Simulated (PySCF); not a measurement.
## Electron correlation in B (boron, neutral)

[He] 2s2 3s1, 2S determinant (an excited configuration). Calculation: PySCF 2.14, in aug-cc-pCVTZ-DK (7s6p4d2f, 59 functions); the spin-free X2C one-electron Hamiltonian (Gaussian nucleus). Frozen: nothing; 5 electrons correlated.

| level | correlation energy (mhartree) |
| --- | --- |
| CCSD | -112.91 |
| (T) | -1.45 |
| CCSD(T) | -114.36 |

Diagnostics: T1 = 0.013, D1 = 0.0379, largest double amplitude 0.136.

The outer electron is Rydberg-like, and this basis confines it to a smaller radius and binds it less than a complete one would.

Cost of the coupled-cluster step: of the order of 6 core-seconds, for 5 correlated electrons.

Iterations:

```
CC2 = 0
CCSD nocc = (np.int64(3), np.int64(2)), nmo = (59, 59)
frozen orbitals [[], []]
max_cycle = 100
direct = 0
conv_tol = 1e-08
conv_tol_normt = 1e-06
diis_space = 8
diis_start_cycle = 0
Init t2, MP2 energy = -0.0858746597455874
Init E_corr(UCCSD) = -0.0858746598012467
cycle = 1  E_corr(UCCSD) = -0.100393448650344  dE = -0.0145187888  norm(t1,t2) = 0.0709979
cycle = 2  E_corr(UCCSD) = -0.106197308303875  dE = -0.00580385965  norm(t1,t2) = 0.0383247
cycle = 3  E_corr(UCCSD) = -0.1123713168227  dE = -0.00617400852  norm(t1,t2) = 0.0228806
cycle = 4  E_corr(UCCSD) = -0.112563287543112  dE = -0.00019197072  norm(t1,t2) = 0.0089277
cycle = 5  E_corr(UCCSD) = -0.113153826027251  dE = -0.000590538484  norm(t1,t2) = 0.003776
cycle = 6  E_corr(UCCSD) = -0.113115444381884  dE = 3.83816454e-05  norm(t1,t2) = 0.00374374
cycle = 7  E_corr(UCCSD) = -0.112738368825704  dE = 0.000377075556  norm(t1,t2) = 0.00971907
cycle = 8  E_corr(UCCSD) = -0.112922758496743  dE = -0.000184389671  norm(t1,t2) = 0.000697571
cycle = 9  E_corr(UCCSD) = -0.112935032784691  dE = -1.22742879e-05  norm(t1,t2) = 0.000204219
cycle = 10  E_corr(UCCSD) = -0.11291342242053  dE = 2.16103642e-05  norm(t1,t2) = 8.51226e-05
cycle = 11  E_corr(UCCSD) = -0.112913207578027  dE = 2.14842502e-07  norm(t1,t2) = 1.24831e-05
cycle = 12  E_corr(UCCSD) = -0.112913312919247  dE = -1.05341219e-07  norm(t1,t2) = 4.03032e-06
cycle = 13  E_corr(UCCSD) = -0.112913321808695  dE = -8.88944804e-09  norm(t1,t2) = 3.68278e-05
cycle = 14  E_corr(UCCSD) = -0.112913330517261  dE = -8.70856592e-09  norm(t1,t2) = 1.83424e-06
cycle = 15  E_corr(UCCSD) = -0.112913312819826  dE = 1.76974349e-08  norm(t1,t2) = 6.98943e-07
cycle = 16  E_corr(UCCSD) = -0.11291330979337  dE = 3.02645622e-09  norm(t1,t2) = 6.2263e-07
UCCSD converged
E(UCCSD) = -24.46677695439824  E_corr = -0.1129133097933696
UCCSD(T) correction = -0.001448187872722
```
